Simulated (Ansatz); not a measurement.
Abridged output of a molecular run in Ansatz:

```
Functional definition: HF
1208 factors; integrals over basis functions are off by at most 8.9e-4 eV
mean field evaluation 1: about -68454.2071 eV, gradient 2.8e1 eV
mean field evaluation 2: about -68454.4608 eV, gradient 2.7e1 eV
mean field evaluation 4: about -68456.8998 eV, gradient 3.8e0 eV
mean field evaluation 8: about -68456.9560 eV, gradient 3.0e-1 eV
mean field -68456.95663503 eV, -2515.7467545457 hartree, gradient 3.0e-6 eV, S^2 0.000000; 0 other end points of the search recorded, 0 dependent functions left out
12 core orbitals not correlated: weight in the atoms' cores, before any rotation towards them, 1.000 or more for the frozen orbitals, at most 0.000 for the correlated occupied ones
reference -68456.95663503 eV, -2515.7467545457 hartree; 16, 16 occupied and 169, 169 virtual orbitals, 1208 factors
second order -20.25270593 eV of doubles, -0.00000000 eV of singles
cycle   1  -20.31514009 eV  change   -6.2e-2 eV  update   1.0e-1
cycle   2  -20.88375850 eV  change   -5.7e-1 eV  update   3.3e-2
cycle   3  -20.99215508 eV  change   -1.1e-1 eV  update   1.6e-2
cycle   4  -20.98411774 eV  change    8.0e-3 eV  update   4.5e-3
cycle   5  -20.98646579 eV  change   -2.3e-3 eV  update   2.0e-3
cycle   6  -20.98704899 eV  change   -5.8e-4 eV  update   5.4e-4
cycle   7  -20.98689041 eV  change    1.6e-4 eV  update   2.4e-4
cycle   8  -20.98692723 eV  change   -3.7e-5 eV  update   8.1e-5
cycle   9  -20.98694731 eV  change   -2.0e-5 eV  update   3.4e-5
perturbative correction -0.97880462 eV, -0.0359704062 hartree
Total energy: -68478.92238697 eV, -2516.5539810403 hartree
```

Its atoms:

Cartesian coordinates in Å:
```
C 0.5856 -1.2978 1.0848
C 0.3217 -0.2690 0.3356
C 0.0458 0.7611 -0.4039
Se -1.7519 1.2039 -0.8767
H 0.8513 -2.2559 0.6490
H 0.5502 -1.2307 2.1678
H 0.8134 1.4615 -0.7124
H -1.4162 1.6269 -2.2442
```

Question: Which basis set was used?
A. def2-SVPD
B. def2-TZVPPD
C. cc-pV(D+d)Z
D. def2-TZVPP

Answer: D. It gives 197 functions.

Question: Write the keys of the input that set method, charge and spin (a neutral closed shell needs none for the last two).

Answer: 
```yaml
correlation: {method: ccsd_t}
```
